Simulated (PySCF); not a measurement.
Compound: (CdSe)3 ring, Cd3Se3 (singlet state).
Bonds: Cd1–Se2, Cd1–Se6, Se2–Cd3, Cd3–Se4, Se4–Cd5, Cd5–Se6.

Method: PySCF, PBE0-D3(BJ)/def2-SVP geometry optimisation, gas phase, def2 core potentials past Kr; density fitting, grid level 1; the optimiser is geomeTRIC in internal coordinates, started from a GFN2-xTB structure with every atom displaced at random (about 0.03 Å).

Step 0: E = -209699.9949 eV
```
atom  x, y, z in Å  |  force x, y, z in eV/Å
Cd1     1.6659    0.1907   -1.0680   -1.148   0.901  -0.556
Se2    -0.0560    1.8384   -2.1951    0.255  -0.744   0.840
Cd3    -1.6729    1.0316   -0.3980    0.749  -0.108  -0.287
Se4    -2.2577   -0.3892    1.5741   -0.396   0.092   0.046
Cd5     0.0238   -1.2676    1.4710    0.547   0.082  -0.425
Se6     2.3600   -1.5000    0.5468   -0.008  -0.224   0.382
```

**Question.** Estimate the geometry and energy of step 1. (The exact step hangs on the optimiser's Hessian estimate; all steps are aligned on step 0, rigid shifts and turns removed.)

**Answer.** E = -209700.1629 eV, largest force 0.411 eV/Å
```
atom  x, y, z in Å  |  force x, y, z in eV/Å
Cd1     1.5719    0.2288   -1.0758   -0.204  -0.048   0.119
Se2    -0.0292    1.7882   -2.1447    0.044   0.181  -0.178
Cd3    -1.5953    1.0062   -0.4048    0.163  -0.295   0.235
Se4    -2.2604   -0.3775    1.5600   -0.228   0.044   0.003
Cd5     0.0380   -1.2607    1.4542    0.151   0.111  -0.246
Se6     2.3380   -1.4810    0.5419    0.074   0.008   0.067
```

The energy changes by -0.1680 eV. The first-order estimate −F·Δx gives -0.3069 eV and the mean of the old and new forces, exact on a quadratic surface, -0.1656 eV. The step makes an angle of 31° with the force vector and moves no atom by more than 0.102 Å.

What follows is the cost of the whole optimisation. The run took 36 min wall on one thread, Intel Xeon at 2.50 GHz (x86_64), shared host, and the process peaked at 1.3 GiB of memory.
